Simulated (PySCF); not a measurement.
A calculated (UHF, PySCF 2.14, pcseg-2, the non-relativistic Hamiltonian (point nucleus)) atom or ion has these occupied shells.

| shell | electrons | orbital energy (eV) | rms radius, mean of both spins (bohr) |
| --- | --- | --- | --- |
| 1s α | 1 | -2514.3 | 0.113 |
| 1s β | 1 | -2513.4 | 0.113 |
| 2s α | 1 | -256.65 | 0.519 |
| 2s β | 1 | -255.76 | 0.519 |
| 2p α | 3 | -193.81 | 0.492 |
| 2p β | 3 | -192.21 | 0.492 |
| 3s α | 1 | -38.405 | 1.79 |
| 3s β | 1 | -29.071 | 1.79 |
| 3p α | 3 | -23.459 | 2.04 |

Problem. Name the element and its charge.

Solution. S⁺ (sulfur, charge +1), in [Ne] 3s2 3p3, high-spin 4S determinant.
